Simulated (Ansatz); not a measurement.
Wavefunction ladder for BGaH5NSi

```xyz
9

B     1.1111   -0.9168   -0.1438
N     0.3682    0.2393   -0.4436
Si   -1.1319    0.6299    0.3677
Ga    3.0389   -1.4904   -1.1344
H     0.6087   -1.6038    0.7243
H     0.6952    0.8822   -1.1505
H    -2.1387   -0.4368    0.1434
H    -1.6415    1.9127   -0.1901
H    -0.9101    0.7838    1.8268
```

Total charge 0; spin multiplicity 1. Correlated methods include outer-core shells of Ga, which these sets cover unevenly. Scalar relativity is left out up to krypton. The bonds changed during the relaxation, so this is another structure than the one it started from. The geometry is a stationary point of PBE0-D4/def2-TZVP. Frozen core, restricted reference, Ansatz 0.2.0.

```csv
basis,HF (Eh),MP2 corr.,CCSD corr.,(T),CCSD(T) total
def2-SVP,-2293.83905,-0.53932,-0.58073,-0.01850,-2294.43828
def2-TZVPP,-2294.28528,-0.63208,-0.67196,-0.02735,-2294.98459
def2-QZVPP,-2294.33859,-0.90996,–,–,–
```
